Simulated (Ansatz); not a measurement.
A structure relaxed at PBE-D4/def2-SVP in Ansatz, charge 1, doublet:

```tsv
atom	x (Å)	y (Å)	z (Å)
Pd1	1.041	-0.222	-1.158
Pd2	0.458	1.026	1.084
Pd3	-1.502	0.335	-0.972
Pd4	1.266	-1.713	1.000
O5	-0.990	1.760	0.145
O6	1.706	-0.116	1.874
O7	-1.979	-1.070	-1.973
```

(1) Give its formula.

(2) Summarise the bond lengths by kind (pairs closer than 1.2 times the sum of covalent radii, bridged metal pairs left out).

## Answers

(1) Pd4O3⁺.

(2) 5 × O–Pd 1.79 to 1.88 Å; 3 × Pd–Pd 2.61 to 2.63 Å.

In the def2 sets Pd takes a core potential; there is no spin–orbit coupling. The charge 1 doublet is spin-contaminated (final ⟨S²⟩ up to 1.39, 0.75 for a pure state). Another isomer (doublet) lies 0.41 eV lower at PBE0-D4/def2-TZVP; other spin states weren't run for this one.
